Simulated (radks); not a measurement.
The lithium ion Li2+, 1s1. All-electron calculation, non-relativistic Kohn-Sham, exchange-only PBE, spin-polarised, spherical densities, point nucleus. Program: a radial shooting solver on a logarithmic mesh with Libxc functionals. Every spin shell is full or empty, so the densities are truly spherical. Functionals are evaluated on that one density, not self-consistently. Rank these orbital-free kinetic functionals by their error against the exact value of the orbitals, and give that value: Thomas-Fermi, von Weizsacker, TF + vW/9, TF + vW/5, LC94, Thakkar, LKT, PG1, Ernzerhof.

Answer. Exact: 4.48114 hartree. From best to worst, with 100 (|E| - |E exact|)/|E exact| (equal figures are ties): von Weizsacker 0.00, LC94 +2.11, Thakkar +2.32, TF + vW/9 +2.60, Ernzerhof +6.45, Thomas-Fermi -8.51, TF + vW/5 +11.49, PG1 +55.01, LKT +62.37.
